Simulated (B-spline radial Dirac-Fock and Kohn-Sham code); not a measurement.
Relativistic shifts of the levels of Er⁷⁺

System: Er⁷⁺, configuration [Kr] 4d10 4f10 5s2 5p3.

Both columns are ΔSCF binding energies of the configuration average from an atomic code on a B-spline grid: non-relativistic Hartree-Fock with a point nucleus, and Dirac-Fock with a finite nucleus and the Coulomb interaction alone, averaged over the two j levels with weights 2j+1.

| shell | Hartree-Fock (eV) | Dirac-Fock (eV) | shift (eV) | shift (%) |
| --- | --- | --- | --- | --- |
| 1s | 53968.4 | 57865.7 | +3897.33 | +7.22 |
| 2s | 8892.0 | 9908.8 | +1016.77 | +11.43 |
| 2p | 8472.6 | 8803.3 | +330.65 | +3.90 |
| 3s | 2104.7 | 2349.7 | +245.03 | +11.64 |
| 3p | 1914.3 | 2003.8 | +89.43 | +4.67 |
| 3d | 1563.5 | 1549.1 | -14.44 | -0.92 |
| 4s | 517.5 | 576.6 | +59.13 | +11.43 |
| 4d | 298.9 | 295.7 | -3.17 | -1.06 |
| 4f | 125.0 | 119.2 | -5.84 | -4.67 |
| 5s | 146.1 | 157.1 | +10.98 | +7.51 |
| 5p | 123.2 | 126.4 | +3.16 | +2.57 |

Relativity binds 1s, 2s, 2p, 3s, 3p, 4s, 5s, 5p more strongly, among those listed most of all 3s in relative terms, and 3d, 4d, 4f more weakly, because the contracted s and p shells screen the nucleus better.

Values without a named source are computed, but for edge energies of neutral atoms, which are taken from tables.
